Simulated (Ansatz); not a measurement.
A nudged elastic band was laid between two geometries of CH₃Cl₂FGe (8 atoms, charge 0, multiplicity 1).

Level of theory: Ansatz, RKS PBE/def2-SVP.

* movable images: 5
* climbing image: yes
* spring: 5.0 eV/Å²
* optimiser: quadratic models (default)
* start path: through a guess of the saddle point
* force threshold: 0.05 eV/Å
* iteration limit: 60
* end points: relaxed

Image 0:

```xyz
8
Properties=species:S:1:pos:R:3
Ge 0.461 0.436 0.522
F -0.450 0.928 1.934
C -0.679 -0.591 -0.675
H -1.684 -0.663 -0.218
Cl 1.198 2.260 -0.373
Cl 2.144 -0.697 1.265
H -0.741 -0.072 -1.649
H -0.248 -1.601 -0.806
```

Image 6:

```xyz
8
Properties=species:S:1:pos:R:3
Ge 0.454 0.449 0.519
F -0.524 1.244 1.734
C -0.676 -0.589 -0.668
H -1.245 -1.325 -0.068
Cl 1.527 2.014 -0.513
Cl 1.877 -0.772 1.591
H -1.373 0.095 -1.190
H -0.041 -1.115 -1.405
```

Question: What changes between the two ends?

Answer: No bond is made or broken.

Question: What energy profile does the band end with?

Answer: It converged. The highest image is number 0 of 0 to 6, 0.0 kcal/mol above the first end and 0.3 kcal/mol above the last; the last end lies 0.3 kcal/mol below the first. The highest image is an end point: on this band no image between the ends rises above it.

| image | path coordinate (Å) | energy (kcal/mol) |
| --- | --- | --- |
| 0 | 0.00 | 0.0 |
| 1 | 0.07 | 0.0 |
| 2 | 0.37 | 0.0 |
| 3 | 0.68 | -0.1 |
| 4 | 0.98 | -0.2 |
| 5 | 1.29 | -0.3 |
| 6 | 1.60 | -0.3 |

Time of the run: 93 s on 2 threads of Intel(R) Xeon(R) Platinum 8488C (Sapphire Rapids), with other jobs on the host, peak memory 0.18 GiB.
